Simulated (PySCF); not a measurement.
**ORD: `C1[C@@H](C)[GeH2][CH2][C@H]1Cl`, C₅H₁₁ClGe**

Molfile (atoms numbered from 1):
```
C5H11ClGe
     RDKit          3D

 18 18  0  0  0  0  0  0  0  0999 V2000
   -2.1399   -0.1011    0.0758 C   0  0  0  0  0  0  0  0  0  0  0  0
   -0.8088   -0.1544   -0.6645 C   0  0  2  0  0  0  0  0  0  0  0  0
    0.1319   -1.2504   -0.1332 C   0  0  0  0  0  0  0  0  0  0  0  0
    1.2217   -0.6642    0.7564 C   0  0  2  0  0  0  0  0  0  0  0  0
    0.4652   -0.0088    2.2297 Cl  0  0  0  0  0  0  0  0  0  0  0  0
    1.8817    0.5063    0.0566 C   0  0  0  0  0  0  0  0  0  0  0  0
    0.2781    1.5199   -0.5163 Ge  0  0  0  0  0  4  0  0  0  0  0  0
   -1.9931    0.1117    1.1314 H   0  0  0  0  0  0  0  0  0  0  0  0
   -2.6700   -1.0491   -0.0151 H   0  0  0  0  0  0  0  0  0  0  0  0
   -2.7683    0.6827   -0.3447 H   0  0  0  0  0  0  0  0  0  0  0  0
   -1.0241   -0.3615   -1.7166 H   0  0  0  0  0  0  0  0  0  0  0  0
    0.6356   -1.7445   -0.9684 H   0  0  0  0  0  0  0  0  0  0  0  0
   -0.4286   -2.0100    0.4149 H   0  0  0  0  0  0  0  0  0  0  0  0
    1.9275   -1.4326    1.0827 H   0  0  0  0  0  0  0  0  0  0  0  0
    2.4569    0.1465   -0.7979 H   0  0  0  0  0  0  0  0  0  0  0  0
    2.5613    1.0326    0.7227 H   0  0  0  0  0  0  0  0  0  0  0  0
   -0.2132    2.5187    0.4890 H   0  0  0  0  0  0  0  0  0  0  0  0
    0.4773    2.2646   -1.8143 H   0  0  0  0  0  0  0  0  0  0  0  0
  1  2  1  0
  2  3  1  0
  3  4  1  0
  4  5  1  0
  4  6  1  0
  6  7  1  0
  7  2  1  0
  1  8  1  0
  1  9  1  0
  1 10  1  0
  2 11  1  6
  3 12  1  0
  3 13  1  0
  4 14  1  1
  6 15  1  0
  6 16  1  0
  7 17  1  0
  7 18  1  0
M  END
```

Computed with PySCF 2.14.0, TDDFT wB97X-D/def2-SVPD circular dichroism and optical rotation, one conformer, gas phase. Geometry: GFN2-xTB.

The calculation is non-relativistic, which matters for the atoms heavier than Zn.

Stereocentres: C2 R, C4 S.

Q: What is the specific rotation at 633, 589.3, 546, 436, 405, 365, 355 nm?

A: [α] in deg dm⁻¹ (g/mL)⁻¹:
```tsv
λ (nm)	origin-invariant length gauge	modified velocity gauge	length gauge (centre of mass)	isotropic polarisability (au)
633	-1.0	-9.7	-1.7	100.2
589.3	-1.2	-11.4	-2.0	100.5
546	-1.6	-13.5	-2.5	101.0
436	-3.3	-23.0	-4.8	102.8
405	-4.4	-27.7	-6.1	103.6
365	-6.6	-36.3	-8.8	105.1
355	-7.4	-39.2	-9.7	105.5
```

The first excitation lies at 7.48 eV (166 nm) with R = +8.5 × 10⁻⁴⁰ esu² cm² (velocity form).
